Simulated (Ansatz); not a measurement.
Program: Ansatz. Geometries: PBE0-D4/def2-TZVP. ΔE: electronic, gas phase. CCSD(T)/CBS is the MP2 limit (def2-TZVPP, def2-QZVPP) plus CCSD(T) − MP2 in def2-TZVPP, frozen cores. DFT in def2-TZVPP. One conformer a species, not always the lowest.

Reaction (substitution at a C–C bond): `C=CC(=C)F` + `OB(O)Cl` → `C=COB(O)Cl` + `C=CF`

Problem. Is it downhill or uphill in electronic energy at CCSD(T)/CBS, and by how much? (Estimate.)

Solution. The calculation gave: Uphill: ΔE = +69.5 kJ/mol.

Problem. What do these levels give: PBE0-D4, ωB97X-V, PBE0, HF/def2-QZVPP, HF/CBS(def2), CCSD/CBS(def2)? (Best estimate.)

Solution. The calculation gave: PBE0-D4 69.3, ωB97X-V 62.5, PBE0 69.0, HF/def2-QZVPP 60.1, HF/CBS(def2) 60.0, CCSD/CBS(def2) 68.1 kJ/mol.

Largest T1 diagnostic among the species: 0.012.

In def2-TZVPP, CCSD(T) changes the Hartree–Fock value by +7.6 kJ/mol (the triples alone add +1.4 kJ/mol) and MP2 by +13.9 kJ/mol.
